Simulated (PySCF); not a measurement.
## Levels of Tb⁵⁴⁺ from EOM-EA-GCCSD

Reference: closed-shell Tb⁵⁵⁺, [Ne]; one electron is added. Calculated with PySCF 2.14, two-component X2C-1e with screened spin-orbit coupling, an even-tempered Gaussian basis (17 s from 8.6 bohr⁻², ratio 2.6; 13 p from 11 bohr⁻², ratio 2.6; 6 d from 11 bohr⁻², ratio 2.8; 3 f from 250 bohr⁻², ratio 2.8); frozen 1s2; the 48 highest virtual spinors dropped; of the others 44 kept and the rest restored at second order. No Breit or QED terms. Binding energies in eV.

```tsv
level	Koopmans	second order	EOM-CCSD
3s1/2	5219.9	5220.7	5220.7
3p1/2	5089.1	5090.0	5090.0
3p3/2	4883.6	4884.5	4884.5
3d3/2	4721.9	4722.7	4722.7
3d5/2	4675.3	4675.9	4675.9
```

Electric-dipole lines between these computed levels:

```tsv
lower	upper	ΔE (eV)	vacuum wavelength (nm)
3s1/2	3p1/2	130.66	9.489
3s1/2	3p3/2	336.20	3.688
3p1/2	3d3/2	367.38	3.375
3p3/2	3d3/2	161.85	7.660
3p3/2	3d5/2	208.59	5.944
```

For comparison, the ionisation energy of Tb⁵⁴⁺ is 5217 ± 5 eV (theoretical estimate listed by NIST; NIST Atomic Spectra Database, ionization energies).

Only part of the computed levels is shown.
